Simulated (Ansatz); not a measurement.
`C=[CH][In]([F])[F]` + `BNC` → `BN(C)C=C` + `[F][InH][F]` at 500 K and 1 bar (substitution at a C–In bond).

Calculated with Ansatz (gas phase, PBE0-D4/def2-TZVP geometries, no zero-point term in ΔE). CCSD(T)/CBS is the MP2 limit (def2-TZVPP, def2-QZVPP) plus CCSD(T) − MP2 in def2-TZVPP, frozen cores. Elements past krypton have def2 core potentials. For In outer-core shells are correlated without core-valence functions, which leaves a few kJ/mol of doubt a bond. Each species was taken in one conformer, which may not be the lowest.

| species | CCSD(T)/CBS energy (Eh) | H − E (kJ/mol) | S (J/(mol·K)) |
| --- | --- | --- | --- |
| `C=[CH][In]([F])[F]` | -467.34185 | 162.0 | 421.3 |
| `BNC` | -121.18426 | 231.8 | 309.7 |
| `BN(C)C=C` | -198.47223 | 332.8 | 372.1 |
| `[F][InH][F]` | -390.04654 | 52.1 | 326.1 |

H − E and S are ideal-gas, rigid-rotor, harmonic terms from PBE0-D4/def2-TZVP, for one conformer and one mirror image of each species. 1 Eh = 2625.50 kJ/mol, R = 8.31446 J/(mol·K).

Question: By hand: ΔE, ΔH, ΔS and ΔG.

Answer: ΔE = (-198.47223) + (-390.04654) − (-467.34185) − (-121.18426) = 0.00734 Eh = 19.3 kJ/mol. Δ(H − E) = 332.8 + 52.1 − 162.0 − 231.8 = -8.9, so ΔH = 10.4 kJ/mol. ΔS = 372.1 + 326.1 − 421.3 − 309.7 = -32.8 J/(mol·K). ΔG = 10.4 − 500 × (-32.8)/1000 = 26.8 kJ/mol.

Question: By hand: the equilibrium constant, and the temperature at which ΔG would vanish if ΔH and ΔS stayed fixed.

Answer: log₁₀ K = −ΔG/(RT ln 10) = -2.8. ΔH and −TΔS have one sign here, so there is no such temperature.

TΔS isn't small against ΔH here. A doubt of 5 kJ/mol in ΔE shifts log₁₀ K by 0.5 here. Other conformers and mirror images would add mixing entropy, several J/(mol·K) or more a flexible species. Modes under 60 cm⁻¹, often nearly free rotors, make the harmonic entropy too high. These are equilibria of isolated gas molecules and say nothing of rates. Largest T1 diagnostic: 0.017 (customary marks: 0.02 for closed shells, 0.045 for open ones).
